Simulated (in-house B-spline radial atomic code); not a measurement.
Configurations of the zirconium ion Zr⁺, with energies counted from [Kr] 4d2 5s1. All numbers are computed (scalar-relativistic (X2C) wB97X, spin-polarised, spherical fractional occupations, exact exchange averaged over the configuration; Fermi nucleus of rms radius 4.2694 fm) with a B-spline radial code for spherical atoms, not measured. Shells without spins written out take the highest spin.

Occupations are held fixed; configurations that lie above the ionisation limit could autoionise.

```csv
configuration,E - E(ref) (eV),highest orbital,its <r> (bohr)
[Kr] 4d2 5p1,3.6772,5p up,4.274
[Kr] 4d2 6p1,8.1468,6p up,8.842
[Kr] 4d1 5s1 6p1,10.156,6p up,8.579
```

Q: Order these further configurations by energy, lowest first.
A. [Ar] 3d9 4s2 4p6 4d3 5s1
B. [Ar] 3d9 4s2 4p6 4d2 4f1 5s1
C. [Kr] 4d3

A: C (0.011997 eV), A (179.27 eV), B (192.79 eV).
